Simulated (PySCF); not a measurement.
## Vertical excitation energies

Compound: C2H11NSi4.
SMILES: `N#CC[Si@@H]([SiH3])[SiH2][SiH3]`

Computed, not measured: PySCF 2.14.0, density-fitted response routines, TDDFT wB97X-D/def2-SVPD, vertical, gas phase, core orbitals frozen in the response. One conformer (not necessarily the lowest) at the GFN2-xTB geometry, without solvent, vibrations or thermal averaging. Torsions of this conformer, `[N:1]#[C:2][CH2:3][Si@@H:4]([SiH3:5])[SiH2:6][SiH3:7]`: C2–C3–Si4–Si5 53°, C3–Si4–Si6–Si7 45°.

```tsv
state	E (eV)	ν̃ (cm⁻¹)	f	|μ| (D)	main configurations (H = HOMO, L = LUMO)
S1	6.41	51700	0.530	4.67	H→L (87%)
S2	6.68	53890	0.015	0.77	H-1→L (86%)
S3	6.90	55650	0.082	1.77	H→L+1 (74%)
S4	7.15	57640	0.022	0.89	H-2→L (41%), H-3→L (23%), H-1→L+1 (10%)
S5	7.23	58320	0.020	0.86	H→L+2 (56%)
S6	7.29	58790	0.0065	0.48	H-3→L (46%), H→L+2 (15%), H-2→L (14%)
S7	7.38	59520	0.079	1.68	H-1→L+1 (66%), H-2→L (12%)
S8	7.55	60890	0.015	0.73	H-1→L+2 (14%), H-1→L+10 (9%)
```

Triplets (Tamm–Dancoff): T1 5.44 eV, H→L (90%); T2 6.02 eV, H-1→L (75%), H-2→L (9%); T3 6.31 eV, H→L+1 (48%).

The lowest singlet lies at 6.41 eV (193 nm, vacuum ultraviolet) and is strong; its leading configuration is HOMO→LUMO (87%). The lowest level is also the most intense of those listed (f = 0.530). Löwdin shares by element: HOMO silicon 73% (atoms not listed hold the other 27%); LUMO silicon 74% (atoms not listed hold the other 26%). Of the 8 states listed, 7 reach f = 0.01 and none stays under 0.0005. Orbital energies (eV): HOMO-3 -11.13, HOMO-2 -11.09, HOMO-1 -10.38, HOMO -10.12, LUMO 0.31, LUMO+1 1.20, LUMO+2 1.44. Weighted by f, the mean energy of these states is 6.64 eV. The window holds the lowest 8 singlets.

On Arm Neoverse N1, one thread, shared host with 64 logical CPUs at a one-minute load of 59, this took 2.4 min of wall time (grids of density and orbitals included) and 1.1 GiB of memory at its peak.
